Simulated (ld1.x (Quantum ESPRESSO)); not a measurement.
# Configuration tests for fluorine (F) (TM semilocal)

F (Z = 9), norm-conserving Troullier–Martins (semilocal form), made with ld1.x (Quantum ESPRESSO) 7.5 (PBEsol, scalar-relativistic). Core [He], reference 2s2 2p5. Waves: 2s (bound): rc 0.65 bohr; 2p (bound): rc 1.70 bohr; 3d channel at 0.5 Ry: rc 1.40 bohr. Local part: the d channel. Core correction: a·sin(br)/r model core inside 0.45 bohr.

Energies are relative to the spin-unpolarised reference configuration 2s2 2p5; without spin polarisation the order of configurations can differ from experiment.

```
valence configuration  charge  ΔE all-electron (eV)  error AE − PS (meV)
              2s2 2p4      +1                19.317                  0.0
              2s2 2p3      +2                57.595                 +243
              2s2 2p2      +3               118.084                +1357
            2s2 2p4.5    +0.5                 7.510                 -4.8
              2s2 2p1      +4               203.676                +4259
              2s1 2p5      +1                38.305                 -189
              2s1 2p6       0                18.696                 +2.9
```

Levels in the configuration 2s1 2p6:

```csv
level,all-electron (eV),pseudo (eV)
2s,-30.206,-30.305
2p,-11.483,-11.589
```
